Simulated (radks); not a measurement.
Values are calculated unless marked as measured or tabulated.
All-electron atom: Hf+ in [Xe] 4f13 5d2 6s2 (not the ground configuration). Level of theory: scalar-relativistic Kohn-Sham, BLYP, spin-unpolarised, spherical densities, finite nucleus; Fermi nuclear charge, rms radius 5.347 fm (a radial shooting solver on a logarithmic mesh with Libxc functionals).

X-ray form factor f0, the Fourier transform of the density (f0(0) = 71):

| sin(theta)/lambda (1/angstrom) | f0 (electrons) |
|---|---|
| 0.05 | 69.974 |
| 0.1 | 67.343 |
| 0.15 | 63.973 |
| 0.2 | 60.457 |
| 0.25 | 57.007 |
| 0.3 | 53.671 |
| 0.4 | 47.451 |
| 0.5 | 42.005 |
| 0.6 | 37.360 |
| 0.8 | 29.979 |
| 1 | 24.523 |
| 1.25 | 19.873 |
| 1.5 | 16.969 |
| 2 | 13.424 |
